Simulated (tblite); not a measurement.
Run record: tight-binding relaxation, `CSc1ccc(C#Cc2ccc(Cl)cc2)cc1`.

Computed with GFN2-xTB geometry optimisation, gas phase (tblite 0.8.0). Start geometry: from a force field or distance geometry. The input is one job of a driver script: a line of settings, then coordinates in Å.

Input:
```
{"job": {"kind": "relax", "xc": "GFN2-xTB", "basis": "xTB"}, "charge": 0, "multiplicity": 1}
C      6.207400     0.844200     0.581900
S      5.501800    -0.700300    -0.080600
C      3.734700    -0.481400    -0.110500
C      3.128100     0.718800     0.295600
C      1.742200     0.823400     0.253700
C      0.999500    -0.227500    -0.219600
C     -0.443400    -0.179800    -0.310200
C     -1.639900    -0.128800    -0.393100
C     -3.077600    -0.065800    -0.527200
C     -3.719900     1.168400    -0.375100
C     -5.087700     1.220300    -0.508400
C     -5.827400     0.073600    -0.775600
Cl    -7.570400     0.121900    -0.933000
C     -5.187400    -1.144300    -0.926900
C     -3.819000    -1.212300    -0.798600
C      1.573800    -1.424900    -0.628400
C      2.967200    -1.519200    -0.572500
H      5.641000     1.655400     0.042900
H      7.269500     0.967600     0.345700
H      5.962500     0.881700     1.656500
H      3.701700     1.556000     0.676700
H      1.269900     1.729400     0.563100
H     -3.163700     2.087900    -0.155900
H     -5.565100     2.191200    -0.386800
H     -5.723300    -2.055700    -1.131600
H     -3.302200    -2.173300    -0.906100
H      0.993200    -2.249400    -1.004600
H      3.413600    -2.449700    -0.899500
```

Question: Estimate the output.

Answer: 
```
step      E/eV     max force
  0   -1236.53951    2.527
  1   -1236.63402    3.913
  2   -1236.71074    2.084
  3   -1236.75738    0.550
  4   -1236.77673    0.379
  5   -1236.79967    0.261
  6   -1236.80670    0.235
  7   -1236.81312    0.185
  8   -1236.81765    0.132
  9   -1236.82124    0.130
... (35 lines left out)
 45   -1236.84456    0.038
 46   -1236.84477    0.030
 47   -1236.84488    0.021
 48   -1236.84497    0.021
 49   -1236.84506    0.022
 50   -1236.84514    0.021
 51   -1236.84520    0.013
 52   -1236.84524    0.013
 53   -1236.84528    0.014
 54   -1236.84532    0.010
```

«max force» is the largest atomic force in eV/Å.

Question: From which step on does the largest force stay under 0.1 eV/Å, and how much energy is left to gain from there?

Answer: From step 19 (0.098 eV/Å), 11.3 meV above the end.

Summary of the converged run: energy lowered by 7.1 kcal/mol over 54 steps; largest atomic force 0.010 eV/Å at the end.

Question: Where do the atoms end?

Answer: 0.099 Å rms from the input after alignment:
```
atom  x, y, z in Å
C1     6.1398    0.8843    0.5431
S2     5.4857   -0.6904   -0.0814
C3     3.7368   -0.4605   -0.1019
C4     3.0948    0.6950    0.3258
C5     1.7184    0.7838    0.2631
C6     0.9578   -0.2787   -0.2261
C7    -0.4454   -0.1854   -0.3079
C8    -1.6483   -0.1146   -0.4006
C9    -3.0511   -0.0450   -0.5189
C10   -3.7197    1.1721   -0.3669
C11   -5.0932    1.2340   -0.4899
C12   -5.8073    0.0767   -0.7636
Cl13  -7.5289    0.1509   -0.9143
C14   -5.1601   -1.1403   -0.9190
C15   -3.7869   -1.1998   -0.7976
C16    1.6107   -1.4427   -0.6469
C17    2.9817   -1.5293   -0.5863
H18    5.8528    1.6960   -0.1190
H19    7.2197    0.7720    0.5386
H20    5.7913    1.0582    1.5570
H21    3.6557    1.5324    0.7088
H22    1.2226    1.6843    0.5958
H23   -3.1522    2.0662   -0.1554
H24   -5.6128    2.1725   -0.3752
H25   -5.7311   -2.0302   -1.1332
H26   -3.2708   -2.1410   -0.9172
H27    1.0288   -2.2701   -1.0248
H28    3.4903   -2.4233   -0.9141
```

On an Arm Neoverse V2 with one thread (shared host), this took 0.82 s wall.
Labels such as C1 count atoms from 1, the log's own numbers from 0.
